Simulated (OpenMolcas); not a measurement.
Ru III: the spin-orbit constant, worked from levels

```yaml
Program: OpenMolcas
Basis: ANO-RCC-VQZP [8s7p5d3f2g1h]
Scalar_Hamiltonian: DKH2, point nucleus
Active_space: 12 electrons in 8 orbitals (RAS1 4p, at most 2 holes; RAS2 4d)
State_averaging: 2S+1 = 5 even, 5 roots; 2S+1 = 3 even, 45 roots; 2S+1 = 1 even, 49 roots
Spin-orbit_coupling: RASSI with atomic mean-field integrals over the reference wave functions, term energies averaged over their components
```

Methods: RASSCF; MS-RASPT2, IPEA 0.25 Eh, imaginary shift 0.1 Eh (closed shells correlated: 4s). Measured levels: Moore, Atomic Energy Levels, vol. III, NSRDS-NBS 35 (1971 reprint of NBS Circular 467, 1958).

**The spin-orbit constant.** For the Hund term ⁵D of d6, E(J) = (A/2) J(J+1) + constant and ζ = -2S·A = -4A. From J = 0 to J = 4 the energy changes by 10 A.

```csv
Source,E(4) - E(0),A,ζ
RASSCF,-2536.4,-253.6,1015
MS-RASPT2,-2548.3,-254.8,1019
measured,-2476.0,-247.6,990
```

All in cm-1. MS-RASPT2 is off by +2.9 % and RASSCF by +2.4 %. Both methods take the spin-orbit matrix elements from the reference wave functions, so the second can move ζ only through the term energies and any multistate remixing. Second-order mixing with other terms is absorbed into this ζ.

CASPT2 does not keep the components of a term degenerate, so their means are used; among the terms shown or strongly mixed into the levels shown the widest spread is 20 cm-1 (4d⁶ ⁵D, MS-RASPT2). Active for correlation alone: 4p; no level in the range computed is led by a configuration that opens it, so any true level of that kind is missing. Without dynamic correlation excited terms often stand tens of per cent too high (terms of higher spin than the ground term too low), and those without a measured partner can miss by more than the paired ones (holds for RASSCF). Measured partners are found by configuration, term and J. A level has none where our copy of the source lacks it or the pairing is in doubt (some pairs that miss far off the trend of their configuration count as doubtful), and it then counts in no deviation. Only configurations of the active space appear.
